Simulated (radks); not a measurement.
Results of a calculation; reference values are marked as such.
Question: These are the eigenvalues of the occupied orbitals of an atom or ion with whole-number occupations (eV). Code: a radial shooting solver on a logarithmic mesh with Libxc functionals. Model: Dirac Kohn-Sham, PBE, spin-unpolarised, spherical densities, finite nucleus; Fermi nuclear charge, rms radius of each element as measured or else 0.836 A^(1/3) + 0.57 fm.

| orbital | eigenvalue |
|---|---|
| 1s1/2 | -29008.58 |
| 2s1/2 | -4390.806 |
| 2p1/2 | -4102.455 |
| 2p3/2 | -3871.817 |
| 3s1/2 | -859.5345 |
| 3p1/2 | -742.3840 |
| 3p3/2 | -700.2676 |
| 3d3/2 | -493.2185 |
| 3d5/2 | -484.5254 |
| 4s1/2 | -148.8527 |
| 4p1/2 | -109.9027 |
| 4p3/2 | -102.3300 |
| 4d3/2 | -41.3282 |
| 4d5/2 | -40.2747 |
| 5s1/2 | -23.1325 |
| 5p1/2 | -15.2642 |
| 4f5/2 | -2.5002 |

Which element is it, and in what charge state? The configuration may be excited. Open shells, if any, fill j = l - 1/2 first.

Answer: Z = 50, tin, charge +1: Sn+ in [Kr] 4d10 5s1 5p1 4f1. The list shows which subshells hold electrons but not how many an open one holds; the 1s level, -1066 hartree, gives Z - s = 46.2 by -(Z - s)^2/2, which with screening and relativity narrows Z to a few neighbours, and the depths of the outer levels then fix element, charge and occupations together.
